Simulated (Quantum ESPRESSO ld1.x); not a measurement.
Problem. The osmium ion Os9+, configuration [Kr] 4d10 4f14 5s2 5p5. All-electron calculation, Dirac Kohn-Sham, LDA (Slater exchange, Perdew-Zunger correlation), spin-unpolarised, spherical densities, point nucleus; open shells are shared between the two j in proportion to 2j + 1. Program: ld1.x of Quantum ESPRESSO 7.5.

Spin-orbit splittings of the eigenvalues, e(l+1/2) - e(l-1/2), with zeta = 2 splitting/(2l+1) and mean radii in bohr:

| shell | occ. | splitting (eV) | zeta (eV) | <r> j=l-1/2 | <r> j=l+1/2 |
|---|---|---|---|---|---|
| 2p | 6 | ? | ? | 0.06132 | 0.06951 |
| 3p | 6 | 333.7 | 222.4 | 0.1835 | 0.1987 |
| 3d | 10 | 72.35 | 28.94 | 0.1734 | 0.1781 |
| 4p | 6 | 78.69 | 52.46 | 0.4355 | 0.4693 |
| 4d | 10 | 14.60 | 5.842 | 0.4817 | 0.4930 |
| 4f | 14 | 2.874 | 0.8211 | 0.5413 | 0.5484 |
| 5p | 5 | 14.70 | 9.800 | 1.030 | 1.102 |
| 5d | 0 | 2.184 | 0.8736 | 1.285 | 1.307 |

Estimate the 2p splitting.

Solution. 1530 eV (zeta = 1020 eV).
